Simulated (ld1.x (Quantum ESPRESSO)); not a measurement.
# What one change does to a pseudopotential (N, PAW)

ld1.x (Quantum ESPRESSO) 7.5 input, shortened:

```
&input
   title='N', zed=7., rel=0, dft='PBE', iswitch=3,
   config='[He] 2s2 2p3 3d-2'
 /
 &inputp
   pseudotype=3, lpaw=.true., tm=.true., lloc=-1, rcloc=1.15,
   nlcc=.true., new_core_ps=.true., rcore=0.45,
   which_augfun='PSQ', rmatch_augfun_nc=.true.
 /
5
2S  1  0   2.00   0.00  0.75  0.90  0.0
2S  1  0   0.00  -0.90  0.75  0.90  0.0
2P  2  1   3.00   0.00  1.15  1.35  0.0
2P  2  1   0.00   3.15  1.15  1.35  0.0
3D  3  2  -2.00   0.35  1.10  1.30  0.0
 &test
   configts(1)='2s2 2p3'
 /
```

Change: type TM; waves now 2s (bound): rc 0.90 bohr; 2p (bound): rc 1.35 bohr; 3d channel at 0.35 Ry: rc 1.30 bohr; local potential all-electron potential smoothed inside 1.15 bohr (lloc = -2).

Cutoffs: the cutoffs (Ry, on a coarse ladder) from which the occupation-weighted sum of valence levels, in a spherical-Bessel basis at the reference potential, stays within 10 and 1 mRy of its value at 400 Ry; they do not see the model core or the augmentation charge, which bear on the density cutoff. Errors are all-electron minus pseudo energies relative to the spin-unpolarised reference configuration.

Task: What does the change do?

Result: The potential gets harder (40 Ry and 60 Ry → 70 Ry and 140 Ry); of the 7 tests that both files solve, the error grows in 7 and shrinks in 0 by more than 15 % and 0.3 meV (median size 1.6 → 29.1 meV); neither file shows a bound ghost. Several settings change at once here, so the effects cannot be laid on one of them.

```tsv
quantity	base	changed
cutoff, loose	40 Ry	70 Ry
cutoff, tight	60 Ry	140 Ry
loose cutoff by channel (10 mRy a level)	s 30 Ry, p 30 Ry	s 45 Ry, p 50 Ry
bound ghosts	none	none
error for 2s2 2p2, meV [ΔE 13.60 eV]	-0.1	+5.6
error for 2s2 2p1, meV [ΔE 42.46 eV]	-1.6	+72
error for 2s2 2p0, meV [ΔE 89.54 eV]	-7.9	+375
error for 2s1 2p0, meV [ΔE 167.31 eV]	-30	+665
error for 2s0 2p5, meV [ΔE 22.98 eV]	-1.6	+29
error for 2s2 2p2.5, meV [ΔE 5.10 eV]	0.0	+0.6
error for 2s1 2p4, meV [ΔE 11.48 eV]	-0.4	+7.2
s: phases at 1.51 bohr within 0.05 rad from the reference energy up to (Ry; the scan ends near 5)	to the end of the scan	to the end of the scan
p: phases at 1.51 bohr within 0.05 rad from the reference energy up to (Ry; the scan ends near 5)	to the end of the scan	to the end of the scan
d: phases at 1.51 bohr within 0.05 rad from the reference energy up to (Ry; the scan ends near 5)	to the end of the scan	to the end of the scan
```
